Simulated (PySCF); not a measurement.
# How exact exchange moves a shielding

Molecule: SMILES OB(O)O[SiH3], BH5O3Si.

Structure with atom numbers: `[OH:1][B:2]([OH:3])[O:4][SiH3:5]`; H(Xn) means a hydrogen on atom n.

GIAO shieldings (ppm, equivalent atoms averaged) in PySCF 2.14.0 with density-fitted response routines on the PBE0-D3(BJ)/def2-SVP geometry, basis pcSseg-2, gas phase, non-relativistic:

```csv
functional,exact exchange (%),σ(O1/O3),σ(O4),σ(B2),σ(Si5)
BLYP,0,237.4,253.3,74.7,356.3
BP86,0,238.7,256.7,77.2,362.0
PBE,0,238.6,256.6,76.6,362.8
B3LYP,20,243.6,260.3,78.8,368.7
PBE0,25,246.3,264.9,81.7,378.9
BHandHLYP,50,252.2,269.6,84.9,388.5
HF,100,265.1,284.3,95.4,426.3
```

(1) Fit each shielding as a line in the percentage of exact exchange.

(2) What does the line predict for mPW1PW91 (25 %), and what does the run give?

Answers

(1) σ(O1/O3) = 238.5 + 0.27 x (rms 0.6 ppm); σ(O4) = 255.7 + 0.29 x (rms 1.4 ppm); σ(B2) = 76.0 + 0.19 x (rms 0.9 ppm); σ(Si5) = 359.5 + 0.65 x (rms 3.1 ppm). The functionals also differ in their semilocal parts, which the line can't hold; Hartree–Fock has no correlation at all.

(2) σ(O1/O3): 245.2 predicted, 246.0 computed; σ(O4): 262.9 predicted, 264.6 computed; σ(B2): 80.8 predicted, 81.6 computed; σ(Si5): 375.8 predicted, 378.1 computed ppm.
